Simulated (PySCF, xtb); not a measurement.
H4OSiTe, SMILES O[Te][SiH3]. The values are those of a single conformer.

Harmonic wavenumbers (cm⁻¹) from GFN2-xTB (xtb 6.7.1) at its own minimum, in rising order: 76, 88, 153, 365, 487, 492, 524, 759, 770, 806, 927, 2254, 2270, 2286, 3663.

### Question
What does r2SCAN-D4/def2-SVP in PySCF give at its own minimum? (Estimate from the structure and the level; the computed values follow.)

### Answer
105, 122, 319, 330, 531, 547, 576, 871, 913, 945, 1023, 2211, 2226, 2235, 3796. Paired by order, the mean absolute difference is 78 cm⁻¹ and the zero-point energies are 22.8 and 23.9 kcal/mol.
